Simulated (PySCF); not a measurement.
**Electron correlation in S²⁺ (sulfur, charge +2)**

[Ne] 3s1 3p2 3d1, one real determinant (an excited configuration). Calculation: PySCF 2.14, in aug-cc-pwCVTZ (8s7p5d3f, 75 functions); the non-relativistic Hamiltonian (point nucleus). Frozen: [Ne]; 4 electrons correlated.

MP2 pair energies summed by pair of shells (mhartree):

```json
{"pair": "3p-3d", "energy": "-13.17", "share (%)": "47.3"}
{"pair": "3p-3p", "energy": "-7.28", "share (%)": "26.1"}
{"pair": "3s-3p", "energy": "-4.10", "share (%)": "14.7"}
{"pair": "3s-3d", "energy": "-3.31", "share (%)": "11.9"}
```

Total MP2 correlation energy: -27.86 mhartree.

Same-spin part -27.86 and opposite-spin part 0.00 mhartree; SCS-MP2 scales them by 1/3 and 6/5 to -9.29 mhartree.

The reference is one real determinant that mixes LS terms of this configuration.
